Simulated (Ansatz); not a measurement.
A structure relaxed at PBE0-D4/def2-TZVP, charge 0, multiplicity 1:

| atom | x (Å) | y (Å) | z (Å) |
| --- | --- | --- | --- |
| O1 | -2.031 | 1.113 | 0.486 |
| Ga2 | -0.809 | 0.787 | -0.749 |
| O3 | -0.984 | 1.487 | -2.360 |
| O4 | 0.606 | -0.238 | -0.414 |
| Si5 | 1.193 | -1.071 | 0.860 |
| H6 | -1.840 | 0.684 | 1.324 |
| H7 | -0.263 | 1.242 | -2.946 |
| H8 | 2.538 | -0.559 | 1.231 |
| H9 | 0.293 | -0.930 | 2.045 |
| H10 | 1.297 | -2.515 | 0.523 |

**Question.** Give its formula and SMILES.

**Answer.** GaH5O3Si, `[OH][Ga]([OH])[O][SiH3]`.

**Question.** Point group (tolerance 0.08 Å, 0.16 Å for H)?

**Answer.** Cs.

**Question.** Summarise the bond lengths by kind.

**Answer.** 3 × Ga–O 1.765 to 1.779 Å; 2 × H–O 0.960 Å; 1 × O–Si 1.632 Å; 3 × H–Si 1.486 to 1.494 Å.

Program: Ansatz 0.2.0.
